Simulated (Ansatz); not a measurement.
`C[SiH2]Cl` + CH₃OH → `CO[SiH2]C` + HCl at 400 K and 1 bar (ligand exchange at the Si–Cl bond).

Computed with Ansatz on PBE0-D4/def2-TZVP structures; ΔE is electronic, products minus reactants. CCSD(T)/CBS is the MP2 limit (def2-TZVPP, def2-QZVPP) plus CCSD(T) − MP2 in def2-TZVPP, frozen cores. This one scheme is used for every species. One conformer a species, not always the lowest.

| species | CCSD(T)/CBS energy (Eh) | H − E (kJ/mol) | S (J/(mol·K)) |
| --- | --- | --- | --- |
| `C[SiH2]Cl` | -789.97638 | 169.2 | 322.9 |
| CH₃OH | -115.61712 | 151.2 | 252.6 |
| `CO[SiH2]C` | -445.20896 | 284.1 | 369.4 |
| HCl | -460.38127 | 29.6 | 195.4 |

H − E and S are ideal-gas, rigid-rotor, harmonic terms from PBE0-D4/def2-TZVP, for one conformer and one mirror image of each species. 1 Eh = 2625.50 kJ/mol, R = 8.31446 J/(mol·K).

Q: By hand: ΔE, ΔH, ΔS and ΔG.

A: ΔE = (-445.20896) + (-460.38127) − (-789.97638) − (-115.61712) = 0.00327 Eh = 8.6 kJ/mol. Δ(H − E) = 284.1 + 29.6 − 169.2 − 151.2 = -6.7, so ΔH = 1.9 kJ/mol. ΔS = 369.4 + 195.4 − 322.9 − 252.6 = -10.7 J/(mol·K). ΔG = 1.9 − 400 × (-10.7)/1000 = 6.2 kJ/mol.

Q: By hand: the equilibrium constant, and the temperature at which ΔG would vanish if ΔH and ΔS stayed fixed.

A: log₁₀ K = −ΔG/(RT ln 10) = -0.8. ΔH and −TΔS have one sign here, so there is no such temperature. One of them is within its doubt of zero, so this could turn.

TΔS isn't small against ΔH here. A doubt of 5 kJ/mol in ΔE shifts log₁₀ K by 0.7 here. Other conformers and mirror images would add mixing entropy, several J/(mol·K) or more a flexible species. These are equilibria of isolated gas molecules and say nothing of rates. Largest T1 diagnostic: 0.010 (customary marks: 0.02 for closed shells, 0.045 for open ones).
